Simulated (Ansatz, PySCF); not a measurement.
This Ansatz (a first-principles code) input computes a BLYP/def2-TZVPD energy:

Ansatz 0.2 input:
```yaml
crystal:
  periodic: [false, false, false]
  atoms:
    - {symbol: Te, position_ang: [-0.00016315, -0.22127057, 0.12767449]}
    - {symbol: F, position_ang: [-1.91165551, -0.25385779, -0.29829245]}
    - {symbol: F, position_ang: [0.00103462, 1.40321533, -0.80966397]}
    - {symbol: F, position_ang: [1.91156352, 0.12909464, 0.37028156]}
basis:
  gaussian:
    orbitals: def2-TZVPD
hamiltonian:
  xc: {name: BLYP}
magnetization: {spin_polarized: true, initial_magnetization: 1}
output: {forces: true}
```

Write an input for the same energy in PySCF and say what it gives.


```python
from pyscf import gto, scf, dft

mol = gto.M(
    atom='''
    Te   -0.00016315   -0.22127057    0.12767449
    F    -1.91165551   -0.25385779   -0.29829245
    F     0.00103462    1.40321533   -0.80966397
    F     1.91156352    0.12909464    0.37028156
    ''',
    basis='def2-tzvpd',
    ecp='def2-tzvp',
    charge=0,
    spin=1,
    verbose=4,
)

mf = dft.UKS(mol, xc='blyp').density_fit(auxbasis='def2-universal-jkfit')
mf.grids.level = 3
mf.conv_tol = 1e-9
mf.max_cycle = 100
mf.max_memory = 1500
mf.kernel()
if not mf.converged:
    mf = mf.newton()
    mf.kernel(mf.make_rdm1())
for _ in range(2):
    mo, _, stable, _ = mf.stability(return_status=True)
    if stable:
        break
    mf.kernel(mf.make_rdm1(mo, mf.mo_occ))
mf.analyze()
```
It gives -567.64881 Eh, and Ansatz -567.64870 Eh, a difference of 0.11 mEh, from the treatment of integrals and grids.

It need not be the lowest isomer of its formula.
